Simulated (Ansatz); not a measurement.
Computed with Ansatz on PBE0-D4/def2-TZVP structures; ΔE is electronic, products minus reactants. CBS: MP2 limit from def2 TZ/QZ plus the TZ coupled-cluster correction, frozen cores. This one scheme is used for every species. Functionals use def2-TZVPP. For Ga outer-core shells are correlated without core-valence functions, which leaves a few kJ/mol of doubt a bond. Scalar relativity is left out up to krypton. One conformer a species, not always the lowest.

Reaction (ligand exchange at a Ga–O bond): `C[O][Ga]([OH])[O]C` + H–F → `C[O][Ga]([OH])[F]` + CH₃OH

```json
{"level": "PBE0-D4", "ΔE (kJ/mol)": "-30.1", "difference from CCSD(T)/CBS": "-6.8"}
{"level": "B2PLYP", "ΔE (kJ/mol)": "-33.8", "difference from CCSD(T)/CBS": "-10.5"}
{"level": "HF/def2-TZVPP", "ΔE (kJ/mol)": "-43.5", "difference from CCSD(T)/CBS": "-20.2"}
{"level": "MP2/def2-TZVPP", "ΔE (kJ/mol)": "-23.9", "difference from CCSD(T)/CBS": "-0.6"}
{"level": "CCSD/def2-TZVPP", "ΔE (kJ/mol)": "-28.5", "difference from CCSD(T)/CBS": "-5.2"}
{"level": "CCSD(T)/def2-TZVPP", "ΔE (kJ/mol)": "-26.2", "difference from CCSD(T)/CBS": "-2.9"}
{"level": "MP2/def2-QZVPP", "ΔE (kJ/mol)": "-22.7", "difference from CCSD(T)/CBS": "0.6"}
{"level": "SCS-MP2/def2-QZVPP", "ΔE (kJ/mol)": "-27.6", "difference from CCSD(T)/CBS": "-4.3"}
{"level": "MP2/CBS(def2)", "ΔE (kJ/mol)": "-21.0", "difference from CCSD(T)/CBS": "2.3"}
{"level": "CCSD/CBS(def2)", "ΔE (kJ/mol)": "-25.5", "difference from CCSD(T)/CBS": "-2.2"}
{"level": "CCSD(T)/CBS", "ΔE (kJ/mol)": "-23.3", "difference from CCSD(T)/CBS": "0"}
```

Largest T1 diagnostic among the species: 0.014.

The D4 term adds +8.4 kJ/mol with B3LYP and +4.8 kJ/mol with PBE0; it sums over pairs of atoms, weighted by their polarisabilities, and B3LYP, whose exchange is more repulsive, gets the larger term. In def2-TZVPP, CCSD(T) changes the Hartree–Fock value by +17.3 kJ/mol (the triples alone add +2.3 kJ/mol) and MP2 by +19.6 kJ/mol.

CCSD(T)/CBS has its own doubt, a few kJ/mol and more with outer-core shells, so smaller differences from it don't rank the levels.

B3LYP here is the variant with VWN-RPA as its local correlation; programs differ in this.
